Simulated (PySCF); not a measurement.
This script is equivalent to a calculation on B²⁺ (boron, charge +2).

```python
from pyscf import gto, scf, dft, mp, cc
import basis_set_exchange as bse
mol = gto.M(atom="B 0 0 0", charge=2, spin=1, symmetry="D2h",
            basis=gto.basis.parse(bse.get_basis("aug-cc-pVDZ-DK", elements=["B"], fmt="nwchem", header=False)),
            nucmod="G")
mf = scf.UHF(mol).sfx2c1e()
mf.irrep_nelec = {'Ag': (2, 1)}
mf.kernel()
```

Problem. What total energy does it give?

Solution. -23.37829 hartree (calculated).

Problem. Which occupied shell lies highest, and where?

Solution. 2s α, at -37.734 eV.

Problem. What is ⟨S²⟩, and what would a pure spin state give?

Solution. 0.750, against 0.75.
